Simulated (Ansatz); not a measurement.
`CBC(N)[SiH3]` from Hartree–Fock to CCSD(T)

```xyz
15

C    -0.164   -1.965    0.581
B    -0.418   -0.880   -0.508
C     0.394    0.424   -0.608
N     1.547    0.567    0.263
Si   -0.915    1.676    0.003
H    -1.070   -2.489    0.895
H     0.372   -1.591    1.456
H     0.476   -2.734    0.120
H    -1.296   -1.026   -1.318
H     0.548    0.705   -1.664
H     2.046    1.431    0.106
H     2.197   -0.201    0.167
H    -1.558    1.217    1.261
H    -0.201    2.954    0.273
H    -1.958    1.912   -1.029
```

The species carries charge 0 and has multiplicity 1. The geometry is a stationary point of PBE0-D4/def2-TZVP. It is one conformer, not always the lowest. Frozen core, restricted reference, Ansatz 0.2.0. CBS rows extrapolate triple and quadruple zeta; past MP2 they add the triple-zeta difference.

| basis | HF (Eh) | MP2 corr. |
| --- | --- | --- |
| def2-SVP | -449.40016 | -0.64795 |
| def2-TZVPP | -449.68165 | -0.80039 |
| def2-QZVPP | -449.69851 | -0.85321 |

Question: Estimate the CCSD correlation energy and the (T) correction in each basis where they were run (hartree).

Answer: 
```
     basis  CCSD corr.       (T)
  def2-SVP    -0.71914  -0.02062
def2-TZVPP    -0.86203  -0.03309
 CBS(def2)    -0.95397     as TZ
```
